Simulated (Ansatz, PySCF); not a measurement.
CH₄BClFN, SMILES CNB(F)Cl. Atoms are numbered in the order given.

```xyz
9

B      0.2216     0.1162     0.0000
Cl    -0.3709     1.7912     0.0000
F      1.5393    -0.0885     0.0000
N     -0.6707    -0.9540     0.0000
C     -0.3040    -2.3557     0.0000
H     -1.6653    -0.7561     0.0000
H     -0.6868    -2.8789     0.8929
H     -0.6868    -2.8789    -0.8929
H      0.7907    -2.4420     0.0000
```

The structure is a stationary point at r2SCAN-D4/def2-SVP. The structure was generated by enumeration, and PubChem lists no compound with its InChIKey, so it may never have been made. Other conformers were not sampled.

Two levels are set side by side: PBE-D3(BJ)/def2-SVP (Ansatz, a first-principles code) and r2SCAN-D4/def2-SVP (Ansatz). Each level has its own optimised geometry; the coordinates shown are those of the second. Frequencies come from the Hessian of PySCF at each geometry. Differences are taken from unrounded values.

```tsv
quantity	r2SCAN-D4
mean bond length (Å)	1.284
bond B1–Cl2 (Å)	1.777
bond B1–F3 (Å)	1.333
bond B1–N4 (Å)	1.393
bond N4–C5 (Å)	1.449
bond N4–H6 (Å)	1.014
bond C5–H7 (Å)	1.103
bond C5–H8 (Å)	1.103
bond C5–H9 (Å)	1.098
highest harmonic wavenumber (cm⁻¹)	3629
mean harmonic wavenumber (cm⁻¹)	1330
zero-point energy (kcal/mol)	39.94
```

What does PBE-D3(BJ) give, and how far is it from r2SCAN-D4? (The exact figures need the calculation; the answer reports its results.)


```json
[
 {"quantity": "mean bond length (Å)", "PBE-D3(BJ)": "1.291", "PBE-D3(BJ) minus r2SCAN-D4": "0.007"},
 {"quantity": "bond B1–Cl2 (Å)", "PBE-D3(BJ)": "1.782", "PBE-D3(BJ) minus r2SCAN-D4": "0.005"},
 {"quantity": "bond B1–F3 (Å)", "PBE-D3(BJ)": "1.343", "PBE-D3(BJ) minus r2SCAN-D4": "0.009"},
 {"quantity": "bond B1–N4 (Å)", "PBE-D3(BJ)": "1.401", "PBE-D3(BJ) minus r2SCAN-D4": "0.008"},
 {"quantity": "bond N4–C5 (Å)", "PBE-D3(BJ)": "1.451", "PBE-D3(BJ) minus r2SCAN-D4": "0.002"},
 {"quantity": "bond N4–H6 (Å)", "PBE-D3(BJ)": "1.021", "PBE-D3(BJ) minus r2SCAN-D4": "0.007"},
 {"quantity": "bond C5–H7 (Å)", "PBE-D3(BJ)": "1.112", "PBE-D3(BJ) minus r2SCAN-D4": "0.008"},
 {"quantity": "bond C5–H8 (Å)", "PBE-D3(BJ)": "1.112", "PBE-D3(BJ) minus r2SCAN-D4": "0.008"},
 {"quantity": "bond C5–H9 (Å)", "PBE-D3(BJ)": "1.106", "PBE-D3(BJ) minus r2SCAN-D4": "0.008"},
 {"quantity": "highest harmonic wavenumber (cm⁻¹)", "PBE-D3(BJ)": "3547", "PBE-D3(BJ) minus r2SCAN-D4": "-82"},
 {"quantity": "mean harmonic wavenumber (cm⁻¹)", "PBE-D3(BJ)": "1295", "PBE-D3(BJ) minus r2SCAN-D4": "-35"},
 {"quantity": "zero-point energy (kcal/mol)", "PBE-D3(BJ)": "38.89", "PBE-D3(BJ) minus r2SCAN-D4": "-1.05"}
]
```
